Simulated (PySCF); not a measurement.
Gas-phase reaction: GaF3 + 2 GaCl3 + 3 H ⇌ 3 GaCl2 + 3 HF

Computed with PySCF and rigid-rotor harmonic-oscillator thermochemistry at 1 bar. † marks an energy on the PBE0/def2-TZVP geometry and frequencies; other levels use their own. MP2 and CCSD(T) freeze the core. Open shells (unrestricted): H (multiplicity 2), GaCl2 (multiplicity 2); the rest are closed-shell singlets. Ga: all electrons, no relativistic terms. GaCl2: computed as isolated molecules; such fragments, hydroxides, amides, oligomers or adducts are transient or little studied in the gas. MP2 isn't extrapolated to the basis-set limit; its ΔH°(298 K) is 3.1 kJ in def2-SVP and -77.7 kJ in def2-TZVPP. CCSD(T) isn't extrapolated to the basis-set limit; its ΔH°(298 K) is -53.5 kJ in def2-SVP and -125.9 kJ in def2-TZVPP. The harmonic model lacks anharmonicity and excited electronic states, which grow with temperature; levels with a mode under 35 cm⁻¹ are left out. Soft modes under 120 cm⁻¹ make the harmonic entropy rough for GaCl2.

```
level                ΔE electronic, kJ  ΔH°(298 K), kJ  ΔS°(298 K), J/K  ΔG°(1600 K), kJ
-------------------  -----------------  --------------  ---------------  ---------------
CCSD(T)/def2-SVP†                 -105             -54              140             -223
CCSD(T)/def2-TZVPP†               -177            -126              140             -295
HF/def2-TZVP†                     -112             -61              140             -230
M06-2X/def2-TZVP†                 -181            -129              140             -299
MP2/def2-TZVPP†                   -129             -78              140             -247
PBE/def2-SVP                      -141             -93              140             -262
PBE/def2-TZVP†                    -215            -164              140             -333
PBE0/def2-QZVP†                   -218            -167              140             -336
PBE0/def2-TZVP                    -202            -150              140             -320
r2SCAN/def2-TZVP†                 -187            -135              140             -304
ωB97X-V/def2-TZVP†                -144             -93              140             -262
```
ΔH° is lowest at PBE0/def2-QZVP† and highest at CCSD(T)/def2-SVP†. No reference value is set beside these.
